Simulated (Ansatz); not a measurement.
Ansatz (a program for electronic structure) input:

Ansatz 0.2 input:
```yaml
crystal:
  periodic: [false, false, false]
  atoms:
    - {symbol: B, position_ang: [-0.67596416, -0.17818506, 0.30096847]}
    - {symbol: O, position_ang: [0.49846556, -0.66987973, -0.01818425]}
    - {symbol: H, position_ang: [-1.01135536, 0.94551333, 0.13896417]}
    - {symbol: H, position_ang: [1.20306597, -0.14240603, -0.42089542]}
basis:
  gaussian:
    orbitals: def2-TZVP
hamiltonian:
  xc: b3lyp
  dispersion: d3bj
magnetization: {spin_polarized: true, initial_magnetization: 1}
relax: {f_tol: 0.002, max_steps: 150}
```

Predict the final energy.

-101.28404 Eh (B3LYP-D3(BJ)/def2-TZVP). The basis has 74 functions.

It need not be the lowest isomer of its formula.
